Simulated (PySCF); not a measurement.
Computed shifts of a molecule C₃H₇BN₂, PBE/pcSseg-1 in PySCF, GIAO, gas phase, equivalent atoms averaged, in ppm (number of nuclei): ¹³C: 224.7 (1), 87.5 (1), 72.5 (1). ¹⁵N: 70.9 (1), 65.6 (1). ¹H: 5.14 (1), 4.86 (2), 2.75 (1), 2.13 (1), 2.11 (1), 2.06 (1). References: ¹³C against TMS (σ = 182.0 ppm); ¹¹B against BF3 (σ = 83.9 ppm); ¹⁵N against NH3 (σ = 267.0 ppm); ¹H against TMS (σ = 31.49 ppm), references at their B3LYP-D3(BJ)/def2-TZVP geometries, non-relativistic. Geometry optimised at PBE0-D3(BJ)/def2-SVP. Other conformers were not sampled.

**Question.** Identify the compound among the candidates.
A. CB(N)CC#N
B. CN1C=CB1N
C. C#CCB(N)N
D. C=C=CB(N)N

**Answer.** D, C=C=CB(N)N
